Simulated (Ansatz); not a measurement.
```yaml
crystal:
  periodic: [false, false, false]
  atoms:
    - {symbol: N, position_ang: [1.306394, -1.471699, 1.494450]}
    - {symbol: C, position_ang: [0.811918, -0.790430, 0.705367]}
    - {symbol: Sn, position_ang: [0.051767, 0.430125, -0.854709]}
    - {symbol: Cl, position_ang: [-2.141684, -0.288663, -1.119030]}
    - {symbol: H, position_ang: [0.021605, 2.047166, -0.267379]}
basis:
  gaussian: {orbitals: STO-3G}
total_charge: 1
hamiltonian: {xc: {name: B3LYP}, dispersion: d3bj}
```

```sh
$ ansatz run in.yaml --threads 4 --pin off --events-out ev --progress --plain --max-ram 10444MiB
```

Shortened log:

```
Functional definition: B3LYP
  name "B3LYP"
  cite "Stephens, Devlin, Chabalowski & Frisch, J. Phys. Chem. 98, 11623 (1994) doi:10.1021/j100096a001"
  cite "Becke, Phys. Rev. A 38, 3098 (1988) doi:10.1103/PhysRevA.38.3098"
  cite "Lee, Yang & Parr, Phys. Rev. B 37, 785 (1988) doi:10.1103/PhysRevB.37.785"
  cite "Vosko, Wilk & Nusair, Can. J. Phys. 58, 1200 (1980) doi:10.1139/p80-159"
  parameter a0 = 0.2
  parameter ax = 0.72
  parameter ac = 0.81
  exchange = (1 - a0 - ax)*slater_x + ax*b88_x + a0*exact_x
  correlation = (1 - ac)*vwn_rpa_c + ac*lyp_c
605 factors; integrals over basis functions are off by at most 2.9e-5 eV
mean field evaluation 1: about -177207.5721 eV, gradient 3.8e1 eV
mean field evaluation 2: about -177140.3753 eV, gradient 1.2e2 eV
mean field evaluation 4: about -177213.8954 eV, gradient 1.3e1 eV
mean field evaluation 8: about -177214.4036 eV, gradient 2.6e-1 eV
mean field -177214.40388394 eV, -6512.5092224976 hartree, gradient 2.8e-5 eV, S^2 0.000000; 0 other end points of the search recorded, 0 dependent functions left out
reference -177214.40404996 eV, -6512.5092285987 hartree; 40, 40 occupied and 7, 7 virtual orbitals, 605 factors
Total energy: -177214.65108600 eV, -6512.5183070059 hartree
```

Hardware: 4 threads of an Arm Neoverse V2 on a shared host. Wall time 0.4 s, peak host memory 0.34 GiB.
